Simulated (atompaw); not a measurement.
Which change was made? (Ti, PAW (atompaw))

| Quantity | Value |
| --- | --- |
| Element | Ti (Z = 22) |
| Generator | atompaw 4.2.0.5 |
| Type | PAW |
| Functional | PBEsol |
| Relativity | scalar-relativistic |
| Frozen core | [Ar] |
| Valence charge | 4 |
| Reference configuration | 3d2 4s0 4p0 (charge +2) |
| Partial waves | 4s (bound, empty): rc 2.80 bohr; 4s channel at 2.9 Ry: rc 2.65 bohr; 4p (bound, empty): rc 2.80 bohr; 4p channel at -0.3 Ry: rc 2.80 bohr; 3d (bound): rc 1.20 bohr; 3d channel at 0.35 Ry: rc 2.80 bohr |
| Local potential | troulliermartins scheme with l = 3 at -0.5 Ry, radius 2.50 bohr |
| Core correction | smooth core density matched at 1.60 bohr |
| Augmentation charge | sinc compensation charge, radius 2.05 bohr; PAW radius 2.80 bohr; waves and projectors: custom rrkj vanderbiltortho |

Cutoffs, loose and tight: the cutoffs (Ry, on a coarse ladder) from which the occupation-weighted sum of valence levels, in a spherical-Bessel basis at the reference potential, stays within 10 and 1 mRy of its value at 400 Ry. They see the waves, projectors and local potential, not the compensation charge or the core.

The base gives: outcome: generated; cutoff, loose: 70 Ry; cutoff, tight: 100 Ry; bound ghosts: none.

(1) After one change the result is: outcome: generated; cutoff, loose: 300 Ry; cutoff, tight: over 300 Ry; bound ghosts: none. Which change was it?
A. local potential troulliermartins scheme with l = 3 at -0.5 Ry, radius 1.48 bohr
B. all radii scaled by about 1.21 (s 3.38, p 3.38, d 1.46 bohr); local potential troulliermartins scheme with l = 3 at -0.5 Ry, radius 3.02 bohr; augmentation sinc compensation charge, radius 2.48 bohr; PAW radius 3.38 bohr; waves and projectors: custom rrkj vanderbiltortho; core correction smooth core density matched at 1.94 bohr
C. augmentation sinc compensation charge, radius 2.05 bohr; PAW radius 2.80 bohr; waves and projectors: custom polynom2 7 10 vanderbiltortho

## Answers

(1) C. The others give: local potential troulliermartins scheme with l = 3 at -0.5 Ry, radius 1.48 bohr → outcome: generated; cutoff, loose: 70 Ry; cutoff, tight: 100 Ry; bound ghosts: s, p | all radii scaled by about 1.21 (s 3.38, p 3.38, d 1.46 bohr); local potential troulliermartins scheme with l = 3 at -0.5 Ry, radius 3.02 bohr; augmentation sinc compensation charge, radius 2.48 bohr; PAW radius 3.38 bohr; waves and projectors: custom rrkj vanderbiltortho; core correction smooth core density matched at 1.94 bohr → outcome: generated; cutoff, loose: 45 Ry; cutoff, tight: 70 Ry; bound ghosts: none.
